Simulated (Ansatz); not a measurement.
## A cut through the energy surface

MgBH2I (SMILES [MgH][BH]I), singlet, at its PBE0-D4/def2-TZVP minimum:

```xyz
5
angstrom
Mg -1.0730 0.6771 -0.5597
B 0.4899 -0.7544 0.2334
I 2.1536 0.1954 1.2009
H -2.2025 1.8243 -1.1266
H 0.6321 -1.9423 0.2521
```

The angle I3–B2–H5 (109.9° at the minimum) is set to the values below, I3, with anything bonded beyond it, turning rigidly in the plane of the angle. Each method's energies count from its own value at the PBE0-D4 minimum structure. Ansatz 0.2.0; basis: def2-TZVPP; cores frozen in the correlated methods. Filled d shells of the heavier atoms are correlated. Core potentials replace the inner electrons of the atoms past krypton. The outer core shell of Li, Na, Mg and K is correlated. The def2 sets are not built for correlating such inner shells, so the correlated values are less sure here. B3LYP uses VWN-RPA correlation.

```json
{"angle (°)": "91.9", "CCSD(T) (kJ/mol)": "21.7", "PBE0-D4 (kJ/mol)": "21.4", "B3LYP-D4 (kJ/mol)": "21.7", "wB97M-V (kJ/mol)": "21.7"}
{"angle (°)": "96.4", "CCSD(T) (kJ/mol)": "11.8", "PBE0-D4 (kJ/mol)": "11.7", "B3LYP-D4 (kJ/mol)": "11.8", "wB97M-V (kJ/mol)": "11.9"}
{"angle (°)": "100.9", "CCSD(T) (kJ/mol)": "5.0", "PBE0-D4 (kJ/mol)": "5.1", "B3LYP-D4 (kJ/mol)": "5.0", "wB97M-V (kJ/mol)": "5.1"}
{"angle (°)": "105.4", "CCSD(T) (kJ/mol)": "1.1", "PBE0-D4 (kJ/mol)": "1.2", "B3LYP-D4 (kJ/mol)": "1.2", "wB97M-V (kJ/mol)": "1.2"}
{"angle (°)": "109.9", "CCSD(T) (kJ/mol)": "0.0", "PBE0-D4 (kJ/mol)": "0.0", "B3LYP-D4 (kJ/mol)": "0.0", "wB97M-V (kJ/mol)": "0.0"}
{"angle (°)": "114.4", "CCSD(T) (kJ/mol)": "1.4", "PBE0-D4 (kJ/mol)": "1.2", "B3LYP-D4 (kJ/mol)": "1.4", "wB97M-V (kJ/mol)": "1.3"}
{"angle (°)": "118.9", "CCSD(T) (kJ/mol)": "5.3", "PBE0-D4 (kJ/mol)": "4.7", "B3LYP-D4 (kJ/mol)": "5.2", "wB97M-V (kJ/mol)": "4.9"}
{"angle (°)": "123.4", "CCSD(T) (kJ/mol)": "11.4", "PBE0-D4 (kJ/mol)": "10.4", "B3LYP-D4 (kJ/mol)": "11.4", "wB97M-V (kJ/mol)": "10.8"}
{"angle (°)": "127.9", "CCSD(T) (kJ/mol)": "19.6", "PBE0-D4 (kJ/mol)": "18.2", "B3LYP-D4 (kJ/mol)": "19.7", "wB97M-V (kJ/mol)": "18.7"}
```

Minimum and curvature along this coordinate at CCSD(T): A fifth-order fit through the nearest points gives 109.6°, with a curvature of about 1.3 meV/deg².

Largest difference from the CCSD(T) curve over the scan: PBE-D4 2.0; r2SCAN-D4 1.5; HF 3.3; MP2 0.6 kJ/mol. Each curve counts from its own value at the minimum.

No T1 diagnostic of these runs exceeds 0.012. The restricted Hartree–Fock reference is unstable towards an unrestricted one here.

For scale, one of the runs: CCSD(T)/def2-TZVPP, 141 basis functions (an equivalent command: `ansatz run in.yaml --threads 2`). Hardware: 2 CPU threads, shared host. Wall time 74 s; peak host memory 1.1 GiB.
